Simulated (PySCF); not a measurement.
**Vertical excitation energies**

Compound: AsAs3SSeSe nortricyclane, As₄SSe₂.
Bonds: As1–S2, As1–Se5, As1–Se7, S2–As3, As3–As4, As3–As6, As4–Se5, As4–As6, As6–Se7.

Theory: TDDFT wB97X-D/def2-SVPD, vertical, gas phase, core orbitals frozen in the response in PySCF. Geometry: PBE0-D3(BJ)/def2-SVP, one conformer, isolated molecule. Relativistic effects, spin–orbit coupling among them, are left out although an element past zinc is present.

Problem. Predict the UV-vis stick spectrum at this level.

Solution. 

```json
{"state": "S1", "E (eV)": "3.42", "λ (nm)": "362.2", "f": "0.0008", "main configurations (H = HOMO, L = LUMO)": "H→L (97%)"}
{"state": "S2", "E (eV)": "3.48", "λ (nm)": "356.0", "f": "0.0002", "main configurations (H = HOMO, L = LUMO)": "H-1→L (96%)"}
{"state": "S3", "E (eV)": "3.88", "λ (nm)": "319.1", "f": "0.0000", "main configurations (H = HOMO, L = LUMO)": "H-2→L (88%)"}
{"state": "S4", "E (eV)": "4.36", "λ (nm)": "284.6", "f": "0.0001", "main configurations (H = HOMO, L = LUMO)": "H→L+2 (54%), H-1→L+1 (26%)"}
{"state": "S5", "E (eV)": "4.36", "λ (nm)": "284.1", "f": "0.0002", "main configurations (H = HOMO, L = LUMO)": "H→L+1 (40%), H-1→L+2 (24%), H-3→L (9%)"}
{"state": "S6", "E (eV)": "4.43", "λ (nm)": "279.7", "f": "0.0009", "main configurations (H = HOMO, L = LUMO)": "H-3→L (88%)"}
{"state": "S7", "E (eV)": "4.52", "λ (nm)": "274.4", "f": "0.0004", "main configurations (H = HOMO, L = LUMO)": "H-1→L+1 (27%), H→L+3 (26%), H-1→L+4 (21%)"}
{"state": "S8", "E (eV)": "4.61", "λ (nm)": "268.8", "f": "0.0002", "main configurations (H = HOMO, L = LUMO)": "H-1→L+2 (32%), H-1→L+3 (26%), H→L+1 (25%)"}
{"state": "S9", "E (eV)": "4.64", "λ (nm)": "267.2", "f": "0.0013", "main configurations (H = HOMO, L = LUMO)": "H→L+5 (40%), H-1→L+4 (28%)"}
{"state": "S10", "E (eV)": "4.66", "λ (nm)": "266.2", "f": "0.0016", "main configurations (H = HOMO, L = LUMO)": "H-1→L+3 (25%), H→L+4 (25%), H-1→L+2 (15%)"}
```

Triplets, Tamm–Dancoff:

```
state  E (eV)  λ (nm)  main configurations (H = HOMO, L = LUMO)
   T1    3.15   393.2                                 H→L (94%)
   T2    3.21   385.9                               H-1→L (92%)
   T3    3.59   345.5                               H-2→L (82%)
   T4    3.84   322.8                  H→L+3 (68%), H→L+2 (10%)
```

The lowest singlet lies at 3.42 eV (362 nm, ultraviolet) and is very weak; its leading configuration is HOMO→LUMO (97%). The largest oscillator strength of a single state is 0.0016. S4/S5 lie within about 0.01 eV of each other. Löwdin shares by element: HOMO arsenic 38% or more, selenium 37% (atoms not listed hold the other 26%); LUMO selenium 36%, arsenic 31% or more (atoms not listed hold the other 33%). Weighted by f, the mean energy of these states is 4.38 eV. The listed states span 1.23 eV, and the widest gap between neighbours is 0.47 eV (S3 to S4). The oscillator strengths of these states sum to 0.006; summed over the whole spectrum of an exact calculation they would give the number of electrons, 216 (Thomas–Reiche–Kuhn). No computed singlet lies in the visible range (380 to 750 nm); the lowest, at 362 nm, stands 0.16 eV above its violet end (3.26 eV); a Tamm–Dancoff triplet lies at 393 nm, without intensity as long as spin–orbit coupling is left out. Singlets were solved by full linear response, triplets in the Tamm–Dancoff approximation.

Time: 3.3 min wall (grids of density and orbitals included); peak memory 1.5 GiB. Hardware: Arm Neoverse V1, one thread, no GPU (shared host).
